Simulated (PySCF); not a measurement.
## Correlation energy of Co (cobalt, neutral)

[Ar] 3d6 4s2 4p1, one real determinant (an excited configuration). Calculation: PySCF 2.14, in ANO-RCC-VTZP (6s5p3d2f1g, 59 functions); scalar relativity by spin-free X2C-1e. Frozen: [Ne]; 17 electrons correlated.

| level | correlation energy (mhartree) |
| --- | --- |
| CCSD | -468.67 |
| (T) | -27.28 |
| CCSD(T) | -495.95 |

Diagnostics: T1 = 0.031, D1 = 0.1753, largest double amplitude 0.228.

Problem. Is a single reference adequate?

Solution. Not fully. The real determinant used has ⟨L²⟩ near 8 against 12 for a pure F term, so it mixes terms. T1 exceeds 0.03, a sign that the reference determinant is poor. A double-excitation amplitude exceeds 0.15, a sign of near-degeneracy.

The basis was made for the ground configuration and has no added diffuse functions, which can raise the energy of the promoted electron.

The reference is one real determinant that mixes LS terms of this configuration.
